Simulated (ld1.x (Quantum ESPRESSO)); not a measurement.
## Ti, PAW: configuration errors across variants

- Element: Ti
- Generator: ld1.x (Quantum ESPRESSO) 7.5
- Type: PAW
- Functional: PBE
- Relativity: scalar-relativistic
- Frozen core: [Ar]
- Valence charge: 4
- Reference configuration: 3d2.5 4s1.5 4p0
- Partial waves: 4s (bound): rcut 2.25, rcutus 3.05 bohr; 4s channel at 1.9 Ry: rcut 2.25, rcutus 3.05 bohr; 4p (bound, empty): rcut 2.75, rcutus 3.65 bohr; 4p channel at 2.2 Ry: rcut 2.75, rcutus 3.65 bohr; 3d (bound): rcut 1.65, rcutus 1.85 bohr; 3d channel at 1.55 Ry: rcut 1.65, rcutus 1.85 bohr
- Local potential: all-electron potential smoothed inside 3.60 bohr (lloc = -1)
- Core correction: Bessel-smoothed model core inside 1.30 bohr
- Augmentation charge: PSQ, inside the norm-conserving radii

All-electron excitation energies from the reference (eV): (1) 3d2 4s2 4p0 -0.353; (2) 3d2 4s1 4p0 6.994; (3) 3d2 4s0 4p0 20.566; (4) 3d1 4s0 4p0 47.514; (5) 3d1 4s2 4p0 9.392; (6) 3d1 4s2 4p1 4.319; (7) 3d2 4s1.5 4p0 2.584.

Tests that are not counted but printed errors over 1 eV. “waves 4p (bound): rcut 2.16, rcutus 2.30 bohr; 4p channel at 2.2 Ry: rcut 2.16, rcutus 2.30 bohr”: 3d1 4s2 4p1 (solver errors, printed error -3.0 eV).

A true bound ghost makes a file unfit for plane-wave use even where its test errors are small: the radial tests pick states by their node count and pass the ghost by. Where a test does run into it, the solver fails or the error is huge.

Errors AE − PS in meV (a dash: test not solved or not reliable):

| change | (1) | (2) | (3) | (4) | (5) | (6) | (7) | bound ghosts |
| --- | --- | --- | --- | --- | --- | --- | --- | --- |
| base | -28 | -31 | -67 | -1039 | -477 | -432 | -27 | none |
| waves 4p (bound): rcut 2.16, rcutus 2.30 bohr; 4p channel at 2.2 Ry: rcut 2.16, rcutus 2.30 bohr | -28 | -31 | -67 | -1039 | -477 | – | -27 | p |
| waves 4p (bound): rcut 2.74, rcutus 2.90 bohr; 4p channel at 2.2 Ry: rcut 2.74, rcutus 2.90 bohr | -28 | -31 | -67 | -1039 | -477 | -439 | -27 | none |
| waves 4p (bound): rcut 2.75, rcutus 3.34 bohr; 4p channel at 2.2 Ry: rcut 2.75, rcutus 3.34 bohr | -28 | -31 | -67 | -1039 | -477 | -437 | -27 | none |
| waves 4p (bound): rcut 2.75, rcutus 4.32 bohr; 4p channel at 2.2 Ry: rcut 2.75, rcutus 4.32 bohr | -28 | -31 | -67 | -1039 | -477 | -436 | -27 | none |
| waves 4p (bound): rcut 2.75, rcutus 4.98 bohr; 4p channel at 2.2 Ry: rcut 2.75, rcutus 4.98 bohr | -28 | -31 | -67 | -1039 | -477 | -433 | -27 | none |
| waves 4p (bound): rcut 2.75, rcutus 5.50 bohr; 4p channel at 2.2 Ry: rcut 2.75, rcutus 5.50 bohr | -28 | -31 | -67 | -1039 | -477 | -434 | -27 | none |

(1) Give the same row for: waves 4p (bound): rcut 2.75, rcutus 3.96 bohr; 4p channel at 2.2 Ry: rcut 2.75, rcutus 3.96 bohr.

## Answers

(1) -28, -31, -67, -1039, -477, -436, -27; bound ghosts: none.
